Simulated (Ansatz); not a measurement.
`CN(C)[Si](F)(F)N(C)C`, relaxed with RKS PBE-D4/def2-SVP in the Gaussian-basis code of Ansatz from a rough embedded geometry. The force threshold is 0.03 eV/Å; the program also tests the step.

The species carries charge 0 and has multiplicity 1.

Start:

```xyz
21

C    -0.152    0.447   -2.133
N    -0.581   -0.554   -1.118
C    -1.258   -1.697   -1.782
Si    0.480   -0.813    0.295
F     1.888   -1.206   -0.285
F    -0.181   -1.949    1.181
N     0.546    0.659    1.107
C     1.671    0.910    2.023
C    -0.656    1.191    1.685
H     0.622    0.024   -2.789
H    -1.054    0.637   -2.811
H     0.130    1.355   -1.703
H    -0.570   -2.306   -2.378
H    -1.702   -2.392   -1.048
H    -2.033   -1.365   -2.431
H     1.722    1.938    2.267
H     2.611    0.658    1.520
H     1.587    0.302    2.897
H    -0.511    2.280    1.973
H    -1.546    1.209    0.957
H    -1.015    0.674    2.573
```

```
step  energy (eV)  largest force (eV/Å)  largest move (Å)
   1  -20608.3347                 3.756             0.000
   2  -20608.9510                 2.039             0.093
   3  -20609.1233                 0.465             0.190
   4  -20609.1752                 0.575             0.200
   5  -20609.2199                 0.254             0.075
   6  -20609.2304                 0.093             0.126
   7  -20609.2353                 0.094             0.087
   8  -20609.2372                 0.039             0.032
   9  -20609.2377                 0.014             0.027
```

End:

```xyz
21

C    -0.228    0.518   -1.971
N    -0.404   -0.685   -1.175
C    -1.203   -1.722   -1.808
Si    0.502   -0.935    0.261
F     2.078   -1.332    0.058
F    -0.145   -2.272    0.951
N     0.516    0.481    1.230
C     1.652    0.881    2.046
C    -0.706    1.228    1.480
H     0.287    0.311   -2.939
H    -1.209    0.990   -2.211
H     0.377    1.259   -1.413
H    -0.752   -2.075   -2.766
H    -1.303   -2.592   -1.132
H    -2.227   -1.349   -2.042
H     1.900    1.955    1.883
H     2.542    0.281    1.781
H     1.454    0.749    3.136
H    -0.558    2.317    1.291
H    -1.513    0.874    0.808
H    -1.060    1.117    2.532
```

Run time 42 s (5 threads of an AMD EPYC 7R13 on a shared host and a share of an NVIDIA H100 80 GB); peak host memory 0.85 GiB.
